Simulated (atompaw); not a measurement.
**Before and after: PAW (atompaw) potential for Dy**

* Element: Dy (Z = 66)
* Generator: atompaw 4.2.0.5
* Type: PAW
* Functional: PBEsol
* Relativity: scalar-relativistic
* Frozen core: [Xe] 4f9
* Valence charge: 3
* Reference configuration: 5d1 6s2 6p0
* Partial waves: 6s (bound): rc 3.00 bohr; 6s channel at 3.95 Ry: rc 3.00 bohr; 6p (bound, empty): rc 3.00 bohr; 6p channel at 1.6 Ry: rc 3.00 bohr; 5d (bound): rc 3.00 bohr; 5d channel at 1.55 Ry: rc 3.00 bohr
* Local potential: bessel scheme, radius 2.10 bohr
* Core correction: smooth core density matched at 2.20 bohr
* Augmentation charge: sinc compensation charge, radius 2.80 bohr; PAW radius 3.00 bohr; waves and projectors: custom polynom vanderbiltortho

All-electron outer shells of the reference configuration (PBEsol, scalar-relativistic, ld1.x):

```tsv
shell	level (eV)	outermost node (bohr)	outermost maximum (bohr)
5p	-28.53	0.67	1.30
4f	-9.22	–	0.53
6s	-4.29	1.54	3.27
5d	-2.33	0.76	1.91
6p	-1.31	1.86	4.47
```

Change: all radii scaled by about 1.20 (s 3.60, p 3.60, d 3.60 bohr); local potential bessel scheme, radius 2.52 bohr; augmentation sinc compensation charge, radius 3.36 bohr; PAW radius 3.60 bohr; waves and projectors: custom polynom vanderbiltortho; core correction smooth core density matched at 2.64 bohr.

Cutoffs: the cutoffs (Ry, on a coarse ladder) from which the occupation-weighted sum of valence levels, in a spherical-Bessel basis at the reference potential, stays within 10 and 1 mRy of its value at 400 Ry; they do not see the model core or the augmentation charge, which bear on the density cutoff.

What does the change do?

Both files are very soft, the changed one slightly softer (loose and tight cutoff 8 and 10 Ry → 6 and 8 Ry on this coarse ladder); the bound ghosts move from p, s to p.

| quantity | base | changed |
| --- | --- | --- |
| cutoff, loose | 8 Ry | 6 Ry |
| cutoff, tight | 10 Ry | 8 Ry |
| loose cutoff by channel (10 mRy a level) | s 6 Ry, d 8 Ry | s 6 Ry, d 6 Ry |
| bound ghosts | s, p | p |
| lowest overlap eigenvalue by channel | s 0.02, p 0.58, d 0.92 | s 0.01, p 0.28, d 0.89 |

 A true bound ghost makes a file unfit for plane-wave use even where its test errors are small: the radial tests pick states by their node count and pass the ghost by. The cutoffs see the waves, projectors and local potential, not the compensation charge or the core.
